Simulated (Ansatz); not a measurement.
Computed with Ansatz on PBE0-D4/def2-TZVP structures; ΔE is electronic, products minus reactants. CCSD(T)/CBS adds triple-zeta CCSD(T) − MP2 to the extrapolated MP2 energy (def2 sets, frozen cores). Functionals use def2-TZVPP. Each species was taken in one conformer, which may not be the lowest.

Reaction (ligand exchange at the Si–N bond): `CN[SiH2]Cl` + `C=CNC` → `C=CN(C)[SiH2]Cl` + CH₃NH₂

```tsv
level	ΔE (eV)
B97M-V	-0.04
ωB97M-V	-0.03
BLYP	0.07
CCSD/def2-SVP	-0.03
```

What does CCSD(T)/CBS give? (Best estimate.)

Computed: -0.08 eV. The listed levels differ from it by 0.04, 0.05, 0.15, 0.05 eV.

Largest T1 diagnostic among the species: 0.011.

From BLYP to BHLYP (50 % exact exchange), in def2-TZVPP and without D4, ΔE moves by −0.03 eV. In def2-TZVPP, CCSD(T) changes the Hartree–Fock value by −0.15 eV (the triples alone add −0.02 eV) and MP2 by −0.17 eV.
